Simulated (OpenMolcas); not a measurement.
**What dynamic correlation does to the levels of Mn III**

```yaml
Program: OpenMolcas 26.06
Basis: ANO-RCC-VTZP [6s5p3d2f1g]
Scalar_Hamiltonian: DKH2, point nucleus
Active_space: 5 electrons in 10 orbitals (3d 4d)
State_averaging: 2S+1 = 6 even, 1 root; 2S+1 = 4 even, 24 roots; 2S+1 = 2 even, 58 roots
Spin-orbit_coupling: RASSI with atomic mean-field integrals over the reference wave functions, term energies averaged over their components
```

Methods on the same reference wave functions:
A. CASSCF
B. SS-CASPT2, IPEA 0.25 Eh, imaginary shift 0.1 Eh (closed shells correlated: 3s 3p)
C. MS-CASPT2, IPEA 0.25 Eh, imaginary shift 0.1 Eh (closed shells correlated: 3s 3p)
D. XMS-CASPT2, IPEA 0.25 Eh, imaginary shift 0.1 Eh (closed shells correlated: 3s 3p)

Energies in cm-1 above 3d5 6S 5/2, the measured ground level; measured values from Corliss and Sugar, J. Phys. Chem. Ref. Data 6, 1253 (1977).

```json
{"Level": "3d5 6S 5/2", "A": "0.0", "B": "0.0", "C": "0.0", "D": "0.0", "Measured": "0.0"}
{"Level": "3d5 4G 5/2", "A": "30773", "B": "28240", "C": "28240", "D": "28230", "Measured": ""}
{"Level": "3d5 4G 7/2", "A": "30798", "B": "28270", "C": "28270", "D": "28250", "Measured": ""}
{"Level": "3d5 4G 9/2", "A": "30821", "B": "28300", "C": "28300", "D": "28280", "Measured": ""}
{"Level": "3d5 4G 11/2", "A": "30834", "B": "28310", "C": "28310", "D": "28290", "Measured": ""}
{"Level": "3d5 4P 5/2", "A": "35149", "B": "31030", "C": "31030", "D": "31000", "Measured": "29168"}
{"Level": "3d5 4P 3/2", "A": "35174", "B": "31060", "C": "31060", "D": "31030", "Measured": ""}
{"Level": "3d5 4P 1/2", "A": "35208", "B": "31100", "C": "31100", "D": "31070", "Measured": ""}
{"Level": "3d5 4D 7/2", "A": "38310", "B": "33900", "C": "33900", "D": "33830", "Measured": "32307"}
{"Level": "3d5 4D 1/2", "A": "38316", "B": "33910", "C": "33910", "D": "33840", "Measured": "32369"}
{"Level": "3d5 4D 3/2", "A": "38353", "B": "33950", "C": "33950", "D": "33880", "Measured": ""}
{"Level": "3d5 4D 5/2", "A": "38372", "B": "33970", "C": "33970", "D": "33900", "Measured": "32384"}
{"Level": "3d5 2I 11/2", "A": "43901", "B": "41350", "C": "41350", "D": "41400", "Measured": "39174"}
{"Level": "3d5 2I 13/2", "A": "43954", "B": "41410", "C": "41410", "D": "41460", "Measured": "39176"}
{"Level": "3d5 2D 5/2(1) [69 %]", "A": "49311", "B": "43860", "C": "43850", "D": "43810", "Measured": "41238"}
{"Level": "3d5 2D 3/2(1)", "A": "49709", "B": "44180", "C": "44160", "D": "44090", "Measured": "41570"}
{"Level": "3d5 2F 7/2(1)", "A": "50555", "B": "45380", "C": "45320", "D": "45410", "Measured": "42606"}
{"Level": "3d5 4F 7/2", "A": "51054", "B": "45840", "C": "45850", "D": "45780", "Measured": "43602"}
{"Level": "3d5 4F 9/2", "A": "51063", "B": "45850", "C": "45850", "D": "45770", "Measured": "43573"}
{"Level": "3d5 4F 3/2", "A": "51138", "B": "45900", "C": "45900", "D": "45830", "Measured": "43675"}
{"Level": "3d5 2H 9/2", "A": "53534", "B": "49280", "C": "49280", "D": "49300", "Measured": "46516"}
{"Level": "3d5 2H 11/2", "A": "53675", "B": "49500", "C": "49500", "D": "49520", "Measured": "46671"}
{"Level": "3d5 2G 7/2", "A": "55735", "B": "50350", "C": "50350", "D": "50360", "Measured": "47842"}
{"Level": "3d5 2G 9/2", "A": "55862", "B": "50550", "C": "50550", "D": "50560", "Measured": "48005"}
```

Deviations, from unrounded energies. A percentage is the sum of absolute deviations over the sum of measured energies, with the sign that they share, or ± where signs differ.

```json
{"Against measurement": "mean absolute deviation (cm-1)", "Levels": "16", "A": "6900", "B": "2300", "C": "2300", "D": "2200"}
{"Against measurement": "other terms of the ground configuration (%)", "Levels": "16", "A": "+16.9", "B": "+5.6", "C": "+5.6", "D": "+5.5"}
```

B, C, D lie about equally close to measurement and A furthest from it. The largest miss of D in the table is 3d5 2H 11/2, by +2800 cm-1. The ranking rests on the paired levels alone, and a cruder setting can come out closer through cancelling errors.

Among B to D the level of the table that moves most is 3d5 2F 7/2(1), by 89 cm-1 (lowest in C, highest in D). Moves below CASPT2's spread within the term are not significant.

The mean deviations of B to D differ by less than CASPT2's widest spread within a term (620 cm-1), so their order carries little weight.

From A to B the spin-free energies of the other terms of 3d5 shown, above 6S, scale by factors of 0.88 to 0.94, as is usual when dynamic correlation screens the repulsion within a d or f shell.

The lowest spin-free term lies below A's lowest term by 0.368 hartree in B, 0.368 hartree in C, 0.368 hartree in D.

Term energies are means over components that CASPT2 splits; among the terms shown or strongly mixed into the levels shown the widest spread is 620 cm-1 (3d5 2I, D). Active for correlation alone: 4d; no level in the range computed is led by a configuration that fills it, so any true level of that kind is missing. Without dynamic correlation excited terms often stand tens of per cent too high (terms of higher spin than the ground term too low), and those without a measured partner can miss by more than the paired ones (holds for A). Some levels mix across a computed gap that differs much from the measured one, so their mixing is not that of the real levels (holds for A; D). The CASPT2 spread within a term exceeds the gap to the next term for 3d5 2F(1) and 3d5 4F, so the order of their levels is uncertain, and so are names and mixing where such terms share a J (holds for D). Measured partners are found by configuration, term and J. A level has none where our copy of the source lacks it or the pairing is in doubt (some pairs that miss far off the trend of their configuration count as doubtful), and it then counts in no deviation. Levels of configurations outside the active space are missing. The table leaves out levels that lie high or whose names do not pair safely across all columns.

A share in square brackets marks a mixed level and gives the weight of the term that names it, the lowest over the columns. A number in round brackets counts repeated terms of one configuration in the order of the reference energies.
